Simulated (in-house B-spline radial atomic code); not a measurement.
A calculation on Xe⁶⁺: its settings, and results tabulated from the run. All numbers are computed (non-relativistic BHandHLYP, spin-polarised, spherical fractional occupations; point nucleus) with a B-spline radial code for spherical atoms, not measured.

Command:
```bash
python run_scf.py task.json out
```
Settings:
```
Z                54
configuration    [Kr] 4d10 5s2
hamiltonian      nr
method           bhandhlyp
spin_polarised   True
```

Output (hartree, bohr):
```
 radial grid: 51 intervals, B-splines of order 8, outer radius 21.6418 bohr

 iter        energy (Eh)    residual
    1       -7197.623242    1.06e+00
    2       -7218.103767    6.46e-01
    3       -7225.950314    1.86e-01
    4       -7226.538403    4.90e-02
    5       -7226.569535    2.26e-02
    6       -7226.579872    2.02e-03
    7       -7226.579893    2.44e-04
    8       -7226.579893    2.62e-05
    9       -7226.579893    1.05e-06
   10       -7226.579893    1.32e-08

 total energy                     -7226.57989
 kinetic                            7224.3881
 electron-nucleus                 -17012.4653
 Hartree                            2740.9545
 exact exchange                      -88.4524
 exchange-correlation                -91.0048

 orbital      occ     eigenvalue          <r>       <r^2>       <1/r>     <1/r^2>     <1/r^3>       r_max
 1s up      1.000     -1220.1281     0.028142  0.00105917       53.47     5737.14           -     0.01864
 1s down    1.000     -1220.1281     0.028142  0.00105917       53.47     5737.14           -     0.01864
 2s up      1.000      -189.2604     0.120941   0.0171746     12.2983     613.839           -      0.1028
 2s down    1.000      -189.2604     0.120941   0.0171746     12.2983     613.839           -      0.1028
 2p up      3.000      -178.0827     0.103041   0.0129027     12.2963     204.592     5190.18     0.08041
 2p down    3.000      -178.0827     0.103041   0.0129027     12.2963     204.592     5190.18     0.08041
 3s up      1.000       -41.6316     0.319497    0.116441     4.51327     124.805           -      0.2918
 3s down    1.000       -41.6316     0.319497    0.116441     4.51327     124.805           -      0.2918
 3p up      3.000       -36.8676     0.310004    0.111235     4.43533     41.4623     986.421      0.2786
 3p down    3.000       -36.8676     0.310004    0.111235     4.43533     41.4623     986.421      0.2786
 3d up      5.000       -28.0675     0.280678   0.0929227       4.302     23.0553     160.843      0.2266
 3d down    5.000       -28.0675     0.280678   0.0929227       4.302     23.0553     160.843      0.2266
 4s up      1.000       -10.0424     0.743701    0.623131     1.85286     27.3991           -      0.6869
 4s down    1.000       -10.0424     0.743701    0.623131     1.85286     27.3991           -      0.6869
 4p up      3.000        -8.2982     0.774674    0.681416     1.75219      8.8488     194.054      0.7042
 4p down    3.000        -8.2982     0.774674    0.681416     1.75219      8.8488     194.054      0.7042
 4d up      5.000        -5.2794     0.857468    0.851234     1.53257     4.23923     25.1213      0.7432
 4d down    5.000        -5.2794     0.857468    0.851234     1.53257     4.23923     25.1213      0.7432
 5s up      1.000        -3.1465      1.70718     3.24155    0.764066     5.32216           -       1.587
 5s down    1.000        -3.1465      1.70718     3.24155    0.764066     5.32216           -       1.587

 Slater integrals (Eh)
   F0(4d up,4d up)               1.050531
   F2(4d up,4d up)               0.537436
   F4(4d up,4d up)               0.358720
   F0(4d up,4d down)             1.050531
   F2(4d up,4d down)             0.537436
   F4(4d up,4d down)             0.358720
   F0(4d up,5s up)               0.637861
   G2(4d up,5s up)               0.071480
   F0(4d up,5s down)             0.637861
   F0(4d down,4d down)           1.050531
   F2(4d down,4d down)           0.537436
   F4(4d down,4d down)           0.358720
   F0(4d down,5s up)             0.637861
   F0(4d down,5s down)           0.637861
   G2(4d down,5s down)           0.071480
   F0(5s up,5s up)               0.526067
   F0(5s up,5s down)             0.526067
   F0(5s down,5s down)           0.526067
```

Cost of the run: 0.24 s on 1 thread of Arm Neoverse V2, with other jobs on the host.
